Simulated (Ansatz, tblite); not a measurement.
Forces on (CdS)4 cube (Cd₄S₄) at its PBE-D4/def2-SVP geometry. Total charge 0; singlet.

In the def2 sets Cd takes a core potential; there is no spin–orbit coupling. The xTB rows come from tblite. Another isomer (singlet) lies 0.87 eV lower at PBE0-D4/def2-TZVP; other spin states weren't run for this one.

GFN1-xTB (tblite), largest force 0.64 eV/Å:

```xyz
8
positions Å, forces eV/Å
Cd    1.825    0.530   -0.314   -0.110   -0.032    0.019
Cd   -1.136    0.786   -1.342    0.069   -0.047    0.081
Cd   -0.553    0.604    1.744    0.033   -0.036   -0.105
Cd   -0.136   -1.919   -0.088    0.008    0.116    0.005
S     0.715   -0.780   -2.254   -0.184    0.201    0.581
S     0.176    2.481    0.113   -0.045   -0.640   -0.029
S     1.469   -1.016    1.735   -0.379    0.262   -0.447
S    -2.359   -0.685    0.406    0.608    0.176   -0.105
```

GFN2-xTB (tblite), largest force 0.23 eV/Å:

```
Cd 0.078 0.023 -0.013
Cd -0.049 0.034 -0.058
Cd -0.024 0.026 0.075
Cd -0.006 -0.082 -0.004
S -0.067 0.073 0.212
S -0.016 -0.233 -0.011
S -0.138 0.096 -0.163
S 0.222 0.064 -0.038
```

PBE-D4/def2-TZVP (Ansatz), largest force 0.18 eV/Å:

```
Cd -0.168 -0.049 0.029
Cd 0.105 -0.072 0.123
Cd 0.051 -0.056 -0.160
Cd 0.012 0.177 0.008
S -0.042 0.046 0.133
S -0.010 -0.146 -0.007
S -0.087 0.060 -0.102
S 0.139 0.040 -0.024
```
